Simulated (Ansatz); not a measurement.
`[CH3][SnH]([F])[I]` + H₂ → `[CH3][SnH2][I]` + H–F  (hydrogenolysis of the Sn–F bond)

Gas-phase electronic energies from Ansatz, PBE0-D4/def2-TZVP geometries. CCSD(T)/CBS adds triple-zeta CCSD(T) − MP2 to the extrapolated MP2 energy (def2 sets, frozen cores). This one scheme is used for every species. DFT in def2-TZVPP. def2 core potentials past Kr. For I, Sn outer-core shells are correlated without core-valence functions, which leaves a few kJ/mol of doubt a bond.

CCSD(T)/CBS gives +10.3 kcal/mol.

**Question.** Another level gave +11.6 kcal/mol. Which?
A. PBE0-D4/def2-TZVPP
B. r2SCAN0-D4/def2-TZVPP
C. r2SCANh-D4/def2-TZVPP
D. CCSD/def2-TZVPP

**Answer.** C. r2SCANh-D4 11.6, PBE0-D4 8.8, r2SCAN0-D4 10.0, CCSD/def2-TZVPP 7.5 kcal/mol.

Largest T1 diagnostic among the species: 0.011.

Leaving LDA and LC-ωPBE aside and taking each functional with its dispersion term where it has one, the values, not all of them listed here, spread over 6.1 kcal/mol, from PBE-QIDH to BLYP-D4. LDA lies −2.9 kcal/mol from PBE without D4. At CCSD(T), def2-SVP lies −1.4 kcal/mol from the extrapolated value and def2-TZVPP −1.9 kcal/mol.

CCSD(T)/CBS has its own doubt, a few kJ/mol and more with outer-core shells, so smaller differences from it don't rank the levels.
